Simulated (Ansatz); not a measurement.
Consider the redistribution: `C=N[SiH2]N1BC1` + `N[SiH3]` → `C=N[SiH2]N` + `[SiH3]N1BC1`.

Isolated molecules relaxed with PBE0-D4/def2-TZVP in Ansatz; ΔE leaves out vibrations. CCSD(T)/CBS is the MP2 limit (def2-TZVPP, def2-QZVPP) plus CCSD(T) − MP2 in def2-TZVPP, frozen cores. This one scheme is used for every species. DFT in def2-TZVPP. B3LYP here is the variant with VWN-RPA as its local correlation; programs differ in this. Each species was taken in one conformer, which may not be the lowest.

```
         level  ΔE (kJ/mol)
       ωB97M-V         -4.4
           PBE         -5.6
         B3LYP         -5.8
MP2/def2-QZVPP         -3.8
```

Task: What does CCSD(T)/CBS give? (Best estimate.)

Result: Computed: -3.7 kJ/mol. The listed levels differ from it by -0.7, -1.9, -2.1, -0.1 kJ/mol.

Largest T1 diagnostic among the species: 0.014.
